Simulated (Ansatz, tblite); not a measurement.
Removing and adding an electron: Al15N15H36, a nanocrystal cut from wurtzite AlN (hydrogen-capped). Charge 0, multiplicity 1. Geometry: PBE-D4/def2-SVP. Ansatz, gas phase; energy differences of separate SCF runs; the oxidised species was run as a doublet alone; the reduced species was run as a doublet alone.

```xyz
66

N     0.654   -0.491   -4.073
Al   -0.287    1.248   -3.842
Al    2.169    2.110   -2.124
N     0.253    1.848   -2.090
Al   -0.569    3.573   -1.820
N     0.091    4.153   -0.034
Al    0.212   -1.839   -2.749
N    -1.746   -1.823   -2.823
Al    2.514   -0.895   -1.090
N     2.877    0.929   -0.668
N     0.623   -1.091   -1.042
Al   -0.193    0.617   -0.736
Al   -2.638   -1.446   -1.129
N    -2.114    0.344   -0.690
Al    2.220    1.530    1.019
N     0.339    1.250    0.994
Al   -0.370    2.967    1.430
Al   -2.926    0.935    0.942
N    -2.302    2.769    1.170
N     3.220   -1.987    0.390
Al    0.122   -2.366    0.316
N    -1.821   -2.479    0.281
Al    2.507   -1.583    2.171
N     2.941    0.315    2.392
N     0.631   -1.687    2.028
Al   -0.166    0.013    2.384
Al   -2.642   -2.029    1.965
N    -2.097   -0.205    2.259
Al    0.210   -2.969    3.444
N    -1.779   -3.112    3.329
H     0.476   -0.838   -5.029
H     1.668   -0.274   -4.061
H     0.125    2.225   -5.044
H    -1.859    0.772   -3.804
H     2.801    1.520   -3.493
H     2.547    3.618   -1.669
H    -0.173    4.683   -2.907
H    -2.176    3.381   -1.535
H     1.119    4.252   -0.125
H    -0.245    5.112    0.145
H     0.734   -3.314   -3.080
H    -2.022   -1.023   -3.436
H    -2.126   -2.670   -3.269
H     3.168   -1.417   -2.462
H     3.893    1.113   -0.737
H    -4.205   -1.718   -1.290
H    -2.480    0.957   -1.445
H     2.629    3.036    1.409
H    -0.098    3.554    2.892
H    -4.524    0.914    0.999
H    -2.538    3.229    0.262
H    -2.846    3.265    1.892
H     4.252   -1.995    0.382
H     2.958   -2.969    0.182
H     0.771   -3.808   -0.003
H    -2.058   -3.470    0.097
H     3.230   -2.468    3.289
H     3.954    0.466    2.521
H     2.525    0.611    3.294
H     0.236    0.602    3.831
H    -4.223   -2.267    2.018
H    -2.487    0.072    3.178
H     0.750   -4.436    3.055
H     0.492   -2.322    4.893
H    -2.026   -4.105    3.192
H    -2.175   -2.885    4.255
```

The xTB rows come from tblite. Single mean-field runs in def2-SVP are fitted with def2-universal-jkfit. HOMO above LUMO, or a gap near zero within one spin, warns that the state may not be the lowest or that an electron is smeared out.

(1) Estimate orbital energies and vertical ionisation energies and electron affinities at: GFN1-xTB; GFN2-xTB; PBE-D4/def2-SVP; BLYP-D4/def2-SVP; PBE0-D4/def2-SVP.

## Answers

(1) 
| level | −HOMO (eV) | vertical IE (eV) | −LUMO (eV) | vertical EA (eV) | HOMO–LUMO gap (eV) | IE − EA (eV) | remarks |
| --- | --- | --- | --- | --- | --- | --- | --- |
| GFN1-xTB | 8.73 | 10.38 | 4.65 | 3.19 | 4.08 | 7.20 | – |
| GFN2-xTB | 10.12 | 11.62 | 5.33 | 3.73 | 4.79 | 7.89 | – |
| PBE-D4/def2-SVP | 6.00 | 7.74 | 1.01 | – | 4.99 | – | gap within one spin near zero (+1 doublet) |
| BLYP-D4/def2-SVP | 5.87 | 7.69 | 0.87 | -0.36 | 5.00 | 8.05 | HOMO above zero (-1 doublet), gap within one spin near zero (+1 doublet), gap within one spin near zero (-1 doublet) |
| PBE0-D4/def2-SVP | 7.23 | 8.53 | 0.19 | -0.71 | 7.04 | 9.25 | HOMO above zero (-1 doublet) |

Run but left out: PBE-D4/def2-SVP (charge -1 doublet: an occupied level 0.01 eV above an empty one).   A HOMO above zero means that the electron is unbound at that level or that self-interaction error raises the level; the energy of removing that electron tells which. Raw xTB energy differences between charge states are shifted by several eV; the methods need an empirical correction for them. Sets without diffuse functions give affinities that are too small. A negative affinity means that the extra electron isn't bound; its size then hangs on the basis.
